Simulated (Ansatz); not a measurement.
The same ligand exchange along the group O, S, Se.

Isolated molecules relaxed with PBE0-D4/def2-TZVP in Ansatz; ΔE leaves out vibrations. CBS: MP2 limit from def2 TZ/QZ plus the TZ coupled-cluster correction, frozen cores. This one scheme is used for every species. For Se outer-core shells are correlated without core-valence functions, which leaves a few kJ/mol of doubt a bond. Scalar relativity is left out up to krypton. Each species was taken in one conformer, which may not be the lowest.

```tsv
reaction	CCSD(T)/def2-SVP (kJ/mol)	CCSD(T)/CBS(def2) (kJ/mol)
`CO[Si](F)(F)F` + CH₃NH₂ → `CN[Si](F)(F)F` + CH₃OH	35	39
`CS[Si](F)(F)F` + CH₃NH₂ → `CN[Si](F)(F)F` + CH₃SH	-26	-19
`C[Se][Si](F)(F)F` + CH₃NH₂ → `CN[Si](F)(F)F` + `C[SeH]`	-29	-19
```

Largest T1 diagnostic: 0.011, for `CS[Si](F)(F)F`.
